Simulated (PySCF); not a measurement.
# Gas-phase XPS of `F[C@@H]1C[SiH2]1`, computed

C2H5FSi.
Z-matrix (Å and degrees, PBE0-D3(BJ)/def2-SVP geometry), rows numbered from 1:
```
F 
C   1  1.3632
C   2  1.5191  1  116.36
Si  3  1.8723  2   66.27  1  -115.23
H   2  1.0990  1  111.25  3   135.06
H   3  1.0973  2  113.39  4   106.72
H   3  1.0955  2  118.26  4  -117.68
H   4  1.4819  2  118.65  3  -100.64
H   4  1.4844  2  119.50  3   106.32
```

Computed, not measured: PySCF, delta-SCF UKS SCAN, pcX-2 on the ionised atom, pcseg-1 elsewhere, spin-free X2C. Binding energies are ΔSCF values: E(core-ionised, relaxed orbitals) − E(ground state) at a fixed geometry, referred to the vacuum level.

Problem. List the computed XPS lines with their assignment.

Solution. 
| atom(s) | environment | level | binding energy (eV) | 2p1/2 (eV) | above the level's lowest (eV) | count |
| --- | --- | --- | --- | --- | --- | --- |
| Si4 | SiH2 silicon | Si 1s | 1846.59 | – | 0.00 | 1 |
| F1 | alkyl fluorine | F 1s | 692.24 | – | 0.00 | 1 |
| C2 | sp3 C–F carbon | C 1s | 292.38 | – | +1.98 | 1 |
| C3 | sp3 carbon bound to silicon | C 1s | 290.40 | – | 0.00 | 1 |
| Si4 | SiH2 silicon | Si 2p3/2 | 106.91 | 107.53 | 0.00 | 1 |

The listed C 1s values span 1.98 eV, from C3 (bonded to C, 2 H and Si) to C2 (bonded to F, C, H and Si).

Problem. Express the binding energy of Si 1s of Si4 in atomic units and per mole.

Solution. 1846.59 eV = 67.8609 Eh = 178169 kJ/mol.

Spin–orbit and ligand-field terms were added within each 2p shell after the spin-free SCF. 2p1/2 minus 2p3/2 (ligand field included): Si 0.62 eV. Isolated species at its PBE0-D3(BJ)/def2-SVP geometry, gas phase.

Time: 21 s of wall time. Hardware: one thread of an x86-64 server, no GPU, shared host.
